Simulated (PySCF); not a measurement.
**Quadrupolar nuclei of `C=CS[SiH2][SiH2][SiH2][SiH3]` in NMR**

Species: C₂H₁₂SSi₄.
Structure used (GFN2-xTB), in Å, numbered top down from 1:
```
atom  x, y, z in Å
C1    -4.331   -0.533   -0.741
C2    -3.717   -0.583    0.428
S3    -2.103   -0.036    0.826
Si4   -1.233    0.692   -1.022
Si5    0.964    1.192   -0.499
Si6    2.134   -0.240    0.919
Si7    4.379   -0.541    0.425
H8    -3.875   -0.125   -1.625
H9    -5.334   -0.910   -0.842
H10   -4.194   -0.995    1.305
H11   -2.131    1.758   -1.476
H12   -1.398   -0.409   -1.975
H13    1.018    2.577   -0.005
H14    1.633    1.279   -1.810
H15    1.448   -1.543    0.921
H16    1.983    0.239    2.301
H17    5.175    0.642    0.760
H18    4.999   -1.669    1.125
H19    4.574   -0.787   -1.007
```

Computed at PBE0/pcSseg-1 (PySCF, non-relativistic):

```
atom                environment  nucleus  spin I    Q (b)  CQ = χzz (MHz)      η
  S3  sulfur bonded to C and Si      33S     3/2  -0.0678         -31.991  0.888
```

Problem. Work back to Vxx, Vyy and Vzz; CQ/MHz = 234.96 (Q/b)(Vzz/au).

Solution. The tensor is traceless, so η fixes the two smaller values:

| atom | Vxx (au) | Vyy (au) | Vzz (au) | Vzz (10²¹ V/m²) |
| --- | --- | --- | --- | --- |
| S3 | -0.112 | -1.896 | 2.008 | 19.51 |

Problem. PQ = |CQ|√(1 + η²/3), νQ = 3|CQ|/[2I(2I − 1)], ν0 = |g|·7.62259 MHz/T·B with g(33S) = 0.42921: values at 11.75 T?

Solution. 
```csv
atom,PQ (MHz),νQ (MHz),ν0 (MHz),νQ/ν0
S3,35.95,16.00,38.44,0.416
```

For S3: PQ = 31.99 × 1.1238, νQ = 31.99 × 0.5000, ν0 = 3.2717 MHz/T × 11.75 T.

For S3 νQ isn't small against ν0, so the high-field expansions of solid-state NMR fail there at this field.

Solvent, lattice and vibrations would change these gradients. One conformer (not necessarily the lowest) at the GFN2-xTB geometry, without solvent, vibrations or thermal averaging. GFN2-xTB bond lengths can be off by several hundredths of an ångström, more for odd bonds, and the gradients follow them. A larger basis could move these couplings by a tenth or more.
